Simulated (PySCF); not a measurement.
# Worked example: oscillator strength and radiative lifetime

C3H7NOSi, SMILES [SiH3]C1=NCCO1.

Coordinates come from a r2SCAN-D4/def2-SVP optimisation. One conformer was computed; it need not be the lowest.

PySCF 2.14.0 with TDA-ωB97X/def2-SVPD puts the first singlet state with f over 0.02 at 6.81 eV (vertical), with the transition dipole (-0.800, 0.674, 0.000) in atomic units.

### Question
Find the oscillator strength, the wavelength and the radiative lifetime that this transition would have in vacuum if emission retraced absorption.

### Answer

|μ|² = 1.0943 au, so |μ| = 2.66 D. ΔE = 6.81/27.211 = 0.2503 hartree. f = (2/3) ΔE |μ|² = 0.183 (the program prints 0.183).
λ = 1239.84/6.81 = 182 nm; ν = 54926 cm⁻¹.
Einstein's coefficient A = 0.6670 ν² f s⁻¹ (ν in cm⁻¹) = 3.7e8 s⁻¹, so τ = 1/A = 2.7 ns. This state is S2; the lower singlet has f = 0.009. The figure is the radiative limit of this one transition; relaxation, internal conversion, crossing to triplets and a medium change what is measured.
